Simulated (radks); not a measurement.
Isoelectronic series with 20 electrons, each ion in its NIST ground configuration. Calculated with a radial shooting solver on a logarithmic mesh with Libxc functionals: non-relativistic Kohn-Sham, PBE, spin-polarised, spherical densities, point nucleus; open shells are filled with parallel spins first. Total energies (hartree) and orbital eigenvalues (eV) (* marks an orbital that is empty in some or all of the ions):

ion    configuration  E (hartree)        4s*         3p         3s         2p
Ca          [Ar] 4s2   -677.34882    -3.7533   -28.0590   -46.6862  -334.4558
Sc+     [Ar] 3d1 4s1   -760.15484   -10.1710   -40.9816   -61.7914  -394.7473
Ti2+        [Ar] 3d2   -848.35128   -17.1555   -55.4118   -78.4471  -459.3467
V3+         [Ar] 3d2   -941.75090   -27.9991   -78.0919  -103.6557  -537.0874
Cr4+        [Ar] 3d2  -1040.31002   -40.8705  -104.3587  -132.4991  -622.3344
Mn5+        [Ar] 3d2  -1144.01510   -55.6568  -133.9741  -164.7193  -714.8150
Fe6+        [Ar] 3d2  -1252.85800   -72.2984  -166.8297  -200.1978  -814.3976
Co7+        [Ar] 3d2  -1366.83328   -90.7580  -202.8655  -238.8694  -921.0059
Ni8+        [Ar] 3d2  -1485.93702  -111.0106  -242.0442  -280.6930  -1034.591
Cu9+        [Ar] 3d2  -1610.16629  -133.0380  -284.3403  -325.6411  -1155.118
Zn10+       [Ar] 3d2  -1739.51884  -156.8269  -329.7360  -373.6943  -1282.562
Ga11+       [Ar] 3d2  -1873.99288  -182.3672  -378.2178  -424.8379  -1416.904
Ge12+       [Ar] 3d2  -2013.58698  -209.6509  -429.7754  -479.0610  -1558.130
As13+       [Ar] 3d2  -2158.29997  -238.6718  -484.4010  -536.3548  -1706.228
Se14+       [Ar] 3d2  -2308.13086  -269.4247  -542.0881  -596.7127  -1861.188
Br15+       [Ar] 3d2  -2463.07887  -301.9056  -602.8315  -660.1289  -2023.003
Kr16+       [Ar] 3d2  -2623.14330  -336.1111  -666.6270  -726.5990  -2191.665
